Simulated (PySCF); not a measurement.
H7O7Si2, charge +1, singlet, at a GFN2-xTB geometry. Base run: B3LYP/STO-3G (PySCF).

Geometry (Å):
```xyz
16

O      1.4896     1.6145     0.1552
Si     1.5070     0.0278     0.3497
O      1.2595    -0.3613     1.8727
O      2.5919    -0.8699    -0.4043
O      0.1422    -0.5807    -0.5314
Si    -1.5015    -0.0503    -0.3703
O     -1.5291     1.4616    -0.8659
O     -2.1078    -1.1063    -1.4041
O     -1.8489    -0.1476     1.1871
H      1.7656     2.0840    -0.6299
H      0.9502     0.2356     2.5512
H      3.4735    -1.0464    -0.0869
H      0.3137    -1.2804    -1.1717
H     -1.5537     2.2282    -0.2966
H     -2.9630    -1.0373    -1.8199
H     -2.0432    -0.9508     1.6669
```
Charge +1, spin multiplicity 1.
All else is at PySCF's defaults.
Base energy -1095.60584 Eh.

Each row names what was changed in the base input (with any setting that the change needs).

```csv
change,ΔE vs base (µEh),SCF cycles,outcome
base,0.0,10,converged
diis = off; damp = 0.3 (with mf.diis_start_cycle = 200; with mf.max_cycle = 150),0.0,19,converged
conv_tol = 1e-4,2.8,6,converged
conv_tol = 1e-6,0.0,8,converged
init_guess = vsap,0.0,8,converged
init_guess = huckel,0.0,9,converged
diis_space = 20,0.0,10,converged
init_guess = mod_huckel,0.0,9,converged
damp = 0.5; diis_start_cycle = 5,0.0,9,converged
init_guess = atom,0.0,9,converged
diis = off (with mf.max_cycle = 100),-,100,not converged
conv_tol_grad = 1e-3,0.0,10,converged
DIIS = EDIIS,-,50,not converged
```
